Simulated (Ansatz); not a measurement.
CHBF$_{4}$O, SMILES `FBOC(F)(F)F`, relaxed with RKS PBE0-D4/def2-TZVP in the Gaussian-basis code of Ansatz from a GFN2-xTB geometry. The force threshold is 0.005 eV/Å; the program also tests the step.

Total charge 0; spin multiplicity 1.

Start:

```xyz
8

F    -1.568   -0.855   -0.681
B    -1.335    0.338   -0.192
O    -0.090    0.673    0.221
C     0.983   -0.112    0.192
F     2.033    0.547    0.673
F     0.845   -1.216    0.929
F     1.309   -0.510   -1.041
H    -2.177    1.136   -0.102
```

```json
{"step": "1", "energy (eV)": "-14639.0820", "largest force (eV/Å)": "1.569", "largest move (Å)": "0.000"}
{"step": "2", "energy (eV)": "-14639.1119", "largest force (eV/Å)": "0.835", "largest move (Å)": "0.015"}
{"step": "3", "energy (eV)": "-14639.1192", "largest force (eV/Å)": "0.156", "largest move (Å)": "0.012"}
{"step": "4", "energy (eV)": "-14639.1206", "largest force (eV/Å)": "0.074", "largest move (Å)": "0.016"}
{"step": "5", "energy (eV)": "-14639.1207", "largest force (eV/Å)": "0.024", "largest move (Å)": "0.004"}
{"step": "6", "energy (eV)": "-14639.1207", "largest force (eV/Å)": "0.009", "largest move (Å)": "0.002"}
{"step": "7", "energy (eV)": "-14639.1207", "largest force (eV/Å)": "0.002", "largest move (Å)": "0.001"}
```

End:

```xyz
8

F    -1.559   -0.868   -0.680
B    -1.330    0.332   -0.194
O    -0.079    0.690    0.230
C     1.005   -0.122    0.193
F     2.041    0.543    0.676
F     0.826   -1.214    0.930
F     1.292   -0.502   -1.049
H    -2.196    1.140   -0.107
```

It took 18 s on 2 threads of an AMD EPYC 7R13 on a shared host and a share of an NVIDIA H100 80 GB, with 0.9 GiB of host memory at the peak.
